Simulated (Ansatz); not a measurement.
**Ligand exchange: HI + Sn(CH3)3I → I2 + SnH(CH3)3**

Species: HI (hydrogen iodide), singlet; Sn(CH3)3I (iodotrimethylstannane), singlet; I2 (iodine), singlet; SnH(CH3)3, singlet. The partners trade H for I: I–H and Sn–I bonds give way to I–I and Sn–H.

Shapes, held fixed at every level: PBE0-D4/def2-TZVP. Programs: Ansatz 0.2.0. The zero-point and thermal change to 298 K, harmonic and unscaled (PBE0-D4/def2-TZVP), is -0.3 kJ/mol.

```json
{"level": "HF/def2-SVP", "kind": "Hartree–Fock", "ΔH(298 K) (kJ/mol)": "+147.0", "less CCSD(T)/def2-TZVPP": "+6.7"}
{"level": "PBE-D4/def2-TZVPP", "kind": "GGA", "ΔH(298 K) (kJ/mol)": "+124.2", "less CCSD(T)/def2-TZVPP": "-16.1"}
{"level": "r2SCAN-D4/def2-TZVPP", "kind": "meta-GGA", "ΔH(298 K) (kJ/mol)": "+135.4", "less CCSD(T)/def2-TZVPP": "-4.9"}
{"level": "r2SCAN0-D4/def2-TZVPP", "kind": "global hybrid", "ΔH(298 K) (kJ/mol)": "+138.9", "less CCSD(T)/def2-TZVPP": "-1.4"}
{"level": "wB97M-V/def2-TZVPP", "kind": "range-separated hybrid", "ΔH(298 K) (kJ/mol)": "+133.0", "less CCSD(T)/def2-TZVPP": "-7.3"}
{"level": "MP2/def2-TZVPP", "kind": "perturbation theory", "ΔH(298 K) (kJ/mol)": "+151.7", "less CCSD(T)/def2-TZVPP": "+11.4"}
{"level": "CCSD/def2-SVP", "kind": "coupled cluster or CI", "ΔH(298 K) (kJ/mol)": "+145.5", "less CCSD(T)/def2-TZVPP": "+5.2"}
{"level": "CCSD(T)/def2-TZVPP", "kind": "coupled cluster or CI", "ΔH(298 K) (kJ/mol)": "+140.3", "less CCSD(T)/def2-TZVPP": "0.0"}
```

The highest level, CCSD(T)/def2-TZVPP, gives ΔH(298 K) = +140.3 kJ/mol; the levels span +124.2 to +151.7. The column of differences is taken from that level and isn't an error. No measured value is set beside it here. For atoms past krypton def2 sets carry core potentials with scalar relativity. Outer-core shells of I, Sn are correlated, in sets that cover them unevenly.
